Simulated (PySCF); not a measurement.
Job file and geometry (Å, from PBE0-D3(BJ)/def2-SVP) of an NMR shielding run on `CC(P(C#CC)CC)=O`, C7H11OP, GIAO wB97X-D/pcSseg-1 NMR shielding, non-relativistic, gas phase in PySCF; density fitting, a coarse starting grid and PySCF grid level 2 are the driver's defaults:

```
$ OMP_NUM_THREADS=1 python probes_run.py task.json out

{"job": {"kind": "nmr", "xc": "wB97X-D", "basis": "pcSseg-1", "pop": false}, "charge": 0, "multiplicity": 1}
C      3.309439     0.104544     0.864876
C      1.982918     0.039534     0.279793
C      0.865338    -0.010406    -0.205204
P     -0.682154    -0.159914    -1.035850
C     -1.668623    -1.241427     0.100451
C     -1.227873    -2.694734     0.057558
C     -1.478262     1.493877    -0.620591
C     -0.628778     2.724156    -0.771831
O     -2.646224     1.524105    -0.322327
H      3.966077     0.764875     0.276682
H      3.279588     0.486886     1.897281
H      3.775760    -0.893670     0.886757
H     -1.625509    -0.833124     1.121934
H     -2.707145    -1.117528    -0.245991
H     -1.860560    -3.312575     0.713074
H     -1.292598    -3.107687    -0.961194
H     -0.186557    -2.806466     0.397570
H      0.100301     2.760368     0.052976
H     -1.267282     3.617128    -0.744482
H     -0.051253     2.686536    -1.708213
```

Q: What does the program print?

A: 
```
coarse grid: 17136 points
cycle   1  E = -689.4816120536  dE =  1.263e+00  |g| = 8.563e-01  |ddm| = 4.307e+00
cycle   2  E = -689.2980048792  dE =  1.836e-01  |g| = 1.368e+00  |ddm| = 2.139e+00
cycle   3  E = -689.6350634152  dE = -3.371e-01  |g| = 8.828e-02  |ddm| = 1.398e+00
cycle   4  E = -689.6365277698  dE = -1.464e-03  |g| = 5.958e-02  |ddm| = 1.333e-01
cycle   5  E = -689.6373300787  dE = -8.023e-04  |g| = 2.017e-02  |ddm| = 6.571e-02
cycle   6  E = -689.6374324457  dE = -1.024e-04  |g| = 6.183e-03  |ddm| = 2.414e-02
cycle   7  E = -689.6374473973  dE = -1.495e-05  |g| = 1.576e-03  |ddm| = 1.123e-02
cycle   8  E = -689.6374492412  dE = -1.844e-06  |g| = 5.486e-04  |ddm| = 5.904e-03
final grid: 160688 points
cycle   9  E = -689.7081035911  dE = -2.974e-04  |g| = 5.361e-03  |ddm| = 6.429e-02
cycle  10  E = -689.7081093987  dE = -5.808e-06  |g| = 3.451e-03  |ddm| = 1.167e-02
cycle  11  E = -689.7081119264  dE = -2.528e-06  |g| = 1.272e-03  |ddm| = 4.108e-03
cycle  12  E = -689.7081122149  dE = -2.884e-07  |g| = 7.497e-04  |ddm| = 1.397e-03
cycle  13  E = -689.7081123406  dE = -1.258e-07  |g| = 1.023e-04  |ddm| = 8.131e-04
cycle  14  E = -689.7081123449  dE = -4.281e-09  |g| = 4.216e-05  |ddm| = 2.144e-04
cycle  15  E = -689.7081123456  dE = -7.199e-10  |g| = 2.237e-05  |ddm| = 1.165e-04
converged SCF energy = -689.7081123456

GIAO shielding tensors (ppm)
atom      isotropic    diamagn.    paramagn.     s11        s22        s33       span
  0 C      178.496     251.748     -73.253    170.681    170.725    194.082     23.400
  1 C       68.789     273.655    -204.866    -22.867     -1.283    230.516    253.383
  2 C      105.031     273.788    -168.757     12.231     21.969    280.893    268.662
  3 P      334.425     969.854    -635.429    207.629    347.072    448.575    240.947
  4 C      162.596     254.191     -91.595    149.388    167.958    170.443     21.055
  5 C      173.711     245.921     -72.210    165.115    170.688    185.329     20.214
  6 C      -44.095     256.667    -300.763   -121.298    -99.901     88.914    210.211
  7 C      150.317     252.388    -102.071    127.354    138.028    185.570     58.215
  8 O     -397.556     399.055    -796.611  -1104.991   -430.826    343.151   1448.142
  9 H       29.316      27.435       1.881     24.461     27.606     35.883     11.422
 10 H       29.402      29.730      -0.328     24.338     27.668     36.200     11.861
 11 H       29.295      27.972       1.323     24.366     27.677     35.843     11.477
 12 H       29.628      34.220      -4.592     25.349     29.306     34.229      8.881
 13 H       29.695      32.206      -2.511     23.849     28.914     36.320     12.471
 14 H       30.041      27.313       2.728     25.181     27.152     37.790     12.608
 15 H       30.392      28.703       1.689     26.297     28.134     36.745     10.448
 16 H       30.298      31.042      -0.744     24.930     30.346     35.618     10.687
 17 H       28.470      31.697      -3.227     24.287     30.143     30.979      6.693
 18 H       29.362      27.612       1.750     25.879     27.490     34.718      8.839
 19 H       28.879      29.854      -0.974     25.562     29.461     31.615      6.053
```

Size and cost of the density-fitted run: 215 basis functions, 47 s wall time on 1 thread of an Intel Xeon Platinum 8488C, shared host; peak memory 1.2 GiB.
